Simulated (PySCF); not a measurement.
# WF2 at several levels of theory

All levels use the PBE0 minimum (triplet; W–F 1.820 Å (×2); F–W–F 180.0°), basis [W def2-TZVP with ECP60, F def2-TZVP], scalar-relativistic core potentials, density fitting, no spin–orbit coupling, PySCF. For vertical energies the ionised species is a quartet (spins chosen at PBE0 and kept) and the electron-attached one a doublet. Atomisation goes to high-spin ground-configuration atoms, without zero-point energy. Open shells are unrestricted, also as the reference of the correlated levels. A dash marks a value that was not computed or is not defined at that level.

```tsv
level	atomisation (kJ/mol)	vertical IP (eV)	vertical EA (eV)	−ε(HOMO) (eV)
PBE0	1091	8.11	0.87	6.02
HF	702	7.01	-0.14	7.56
MP2	1158	8.05	0.44	–
PBE	1176	8.11	0.86	5.13
r2SCAN	1101	7.81	1.00	5.20
B3LYP	1119	8.46	0.94	6.02
TPSSh	1111	7.99	0.87	5.47
r2SCANh	1073	7.87	1.00	5.55
```

Spin contamination in at least one species weakens the values at: PBE0, HF, MP2, r2SCAN, r2SCANh.

Without diffuse functions attachment energies tend to come out too low.

With open d or f shells other occupations or spin states may lie lower. Spin–orbit coupling, left out here, can matter for elements this heavy.
